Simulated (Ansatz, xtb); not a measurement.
Molecule: C₃H₆O (charge 0, singlet). SMILES: C=CCO
Geometry from a B3LYP-D3(BJ)/def2-TZVP (Ansatz, an electronic-structure program) optimisation:
```
C
C 1 1.3271
H 2 1.0825 1 121.90
H 2 1.0847 3 116.79 1 179.46
H 1 1.0863 2 120.26 3 -1.03
C 1 1.4963 5 115.57 2 178.75
H 6 1.0922 1 110.53 5 60.03
H 6 1.0967 7 107.77 1 -120.37
O 6 1.4280 7 105.02 8 -118.62
H 9 0.9640 6 107.86 7 -175.79
```

Harmonic wavenumbers from GFN2-xTB (xtb, at its own minimum), cm⁻¹: 76, 314, 337, 448, 634, 897, 916, 933, 1023, 1076, 1115, 1163, 1262, 1302, 1337, 1414, 1461, 1717, 2874, 2944, 3065, 3098, 3127, 3549.

Task: Give the harmonic wavenumbers at B3LYP-D3(BJ)/def2-TZVP (Ansatz, finite differences of forces, unscaled).

Result: 119, 336, 348, 448, 670, 928, 947, 969, 1033, 1043, 1150, 1227, 1318, 1351, 1407, 1461, 1503, 1706, 2999, 3066, 3131, 3144, 3216, 3789 cm⁻¹. Zero-point energy 53.3 kcal/mol.

Task: From these and the geometry, give the ideal-gas thermochemistry at 298.15 K and 1 atm (rigid rotor, harmonic oscillator).

Result: Point group C1, rotational symmetry number 1. Rotational constants 25.67, 4.338, 4.241 GHz. S(trans) 38.10, S(rot) 24.04, S(vib) 7.35, S(elec, spin only) 0.00, S 69.5 cal/(mol K). H(298) - H(0) 3.69 kcal/mol; G - E(el) 36.3 kcal/mol.
